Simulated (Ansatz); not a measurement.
Basis-set series for `C[N](C)[Sn]([Cl])([Cl])[N](C)C`. Charge 0, multiplicity 1. Sn takes the def2 core potential. The geometry is a stationary point of PBE0-D4/def2-TZVP. It is one conformer, not always the lowest.

```xyz
21

C    -0.801   -0.562    2.785
N    -0.454    0.097    1.545
C    -0.898    1.474    1.488
Sn   -0.522   -0.928   -0.166
Cl   -2.649   -1.178   -1.081
Cl    0.258   -3.067    0.317
N     0.553    0.079   -1.513
C     0.371   -0.196   -2.921
C     1.930    0.354   -1.159
H    -0.453   -1.597    2.783
H    -1.883   -0.561    2.986
H    -0.309   -0.048    3.619
H    -0.611    1.933    0.539
H    -1.986    1.583    1.607
H    -0.418    2.046    2.291
H     0.972   -1.047   -3.275
H     0.668    0.684   -3.504
H    -0.678   -0.401   -3.142
H     2.020    0.561   -0.090
H     2.275    1.245   -1.700
H     2.614   -0.471   -1.409
```

| functional | basis | functions | energy (Eh) | HOMO (eV) | LUMO (eV) |
| --- | --- | --- | --- | --- | --- |
| PBE0-D4 | def2-SVP | 206 | -1402.84078 | -6.56 | -1.33 |
| PBE0-D4 | def2-QZVPP | 924 | -1403.51426 | -6.70 | -1.57 |
| ωB97M-V | def2-SVP | 206 | -1403.20605 | -8.82 | 0.76 |
| ωB97M-V | def2-QZVPP | 924 | -1403.88933 | -8.97 | 0.37 |

**Question.** Give the rows for def2-TZVPP. (Best estimate.)

**Answer.** The calculation gave: 
| functional | basis | functions | energy (Eh) | HOMO (eV) | LUMO (eV) |
| --- | --- | --- | --- | --- | --- |
| PBE0-D4 | def2-TZVPP | 488 | -1403.46903 | -6.67 | -1.51 |
| ωB97M-V | def2-TZVPP | 488 | -1403.84584 | -8.95 | 0.49 |

Positive LUMOs are unbound and depend on the basis.

Computed with Ansatz.
